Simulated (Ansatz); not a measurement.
System: BeCl, net charge 0, doublet state. 
Coordinates optimised at B3LYP-D3(BJ)/def2-TZVP (Ansatz, a first-principles code):
```xyz
2

Be     0.0000     0.0000    -1.4703
Cl     0.0000     0.0000     0.3460
```
Charge 0, spin multiplicity 2.

Basis-set convergence of Hartree-Fock and MP2 correlation energies (hartree) with Ansatz. Correlated levels leave the core frozen unless marked. Open shells are spin-unrestricted. No spin-orbit coupling. No relativistic terms.

```
basis       functions       E(HF)  E(corr, MP2)
----------  ---------  ----------  ------------
def2-SVP           27  -474.00170      -0.14524
def2-TZVPP         61  -474.17992      -0.20741
def2-QZVPP        106  -474.19658      -0.23107
```

Extrapolating the two largest sets (X = 3 and 4) as X^-3: E(corr) = (64·(-0.23107) - 27·(-0.20741))/37 = -0.2483 Eh, an estimate of the basis-set limit. The largest set recovers 93.0 % of it, the smallest 58.5 %.
